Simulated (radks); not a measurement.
Results of a calculation; reference values are marked as such.
Ionisation of neutral boron, [He] 2s2 2p1, to [He] 2s2 as the strength of local exchange is varied. Code: a radial shooting solver on a logarithmic mesh with Libxc functionals. Model: non-relativistic Kohn-Sham, Slater X-alpha exchange (alpha = 2/3 is LDA exchange), no correlation, spin-polarised, spherical densities, point nucleus; open shells are filled with parallel spins first.

| alpha | E(B) (hartree) | exchange (hartree) | IE (eV) | -e of the level emptied (eV) | <r> of it (bohr) |
|---|---|---|---|---|---|
| 0.603 | -23.75656 | -2.89411 | 6.973 | 2.782 (2p) | 2.407 |
| 0.617 | -23.82382 | -2.96754 | 7.099 | 2.886 (2p) | 2.386 |
| 0.629 | -23.88159 | -3.03069 | 7.208 | 2.977 (2p) | 2.367 |
| 0.638 | -23.92498 | -3.07819 | 7.290 | 3.046 (2p) | 2.354 |
| 0.667 | -24.06520 | -3.23202 | 7.557 | 3.271 (2p) | 2.313 |
| 0.756 | -24.49930 | -3.71144 | 8.406 | 4.003 (2p) | 2.198 |
| 0.86 | -25.01372 | -4.28562 | 9.451 | 4.930 (2p) | 2.084 |

NIST Atomic Spectra Database: 8.298 eV (measured). The Delta-SCF value meets it near alpha = 0.74. Open shells are spherical and high-spin; term and fine-structure splittings are not resolved.
